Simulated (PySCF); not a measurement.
Species: C₆H₁₀GeOSi.
Bonds: Ge1–O2, O2–Si3, Si3–C4, C4–C5 (aromatic), C5–C6 (aromatic), C6–C7 (aromatic), C7–C8 (aromatic), C8–C9 (aromatic), C4–C9 (aromatic). Hydrogens: H10, H11, H12 on Ge1; H13, H14 on Si3; H15 on C5; H16 on C6; H17 on C7; H18 on C8; H19 on C9.

Method used: PBE0-D3(BJ)/def2-SVP geometry optimisation, gas phase (PySCF 2.14.0).

Problem. What internal coordinates does the optimisation give?

Solution. 
```
                     bond  length (Å)
                   Ge1–O2       1.767
                   O2–Si3       1.646
                   Si3–C4       1.879
             C4–C5, C4–C9       1.402
             C5–C6, C8–C9       1.394
             C6–C7, C7–C8       1.394
Ge1–H10, Ge1–H11, Ge1–H12       1.539
         Si3–H13, Si3–H14       1.496
           C5–H15, C9–H19       1.094
           C6–H16, C8–H18       1.093
                   C7–H17       1.093
```

Bonds in one row agree within 0.01 Å and their mean is given. A selection of angles:
```
     angle  degrees
Ge1–O2–Si3    153.4
 O2–Si3–C4    112.9
 Si3–C4–C5    123.1
 Si3–C4–C9    118.9
  C5–C4–C9    118.0
  C4–C5–C6    121.1
  C5–C6–C7    120.0
  C6–C7–C8    119.8
```

Dihedral angles: Ge1–O2–Si3–C4 -2° (synperiplanar); O2–Si3–C4–C5 0° (synperiplanar).

Si3 (oxygen-bound silicon) is tetrahedral (angles from 107.8° to 112.9°). The 9 heavy atoms lie in one plane (0.009 Å rms). Ge1 (germanium bonded to O and 3 H) is tetrahedral (angles from 106.3° to 111.3°). The 6-membered ring C4–C5–C6–C7–C8–C9 has internal angles of 118.0° to 121.2°; it is planar, 0.00 Å rms from its mean plane, widest ring torsion 0°.

PBE0-D3(BJ)/def2-SVP frequencies: not computed here. The numbers are those of one conformer.

The run took 2.9 min on an Arm Neoverse V1 with one thread (shared host), and the process peaked at 1.0 GiB of memory. These figures are those of the optimisation.
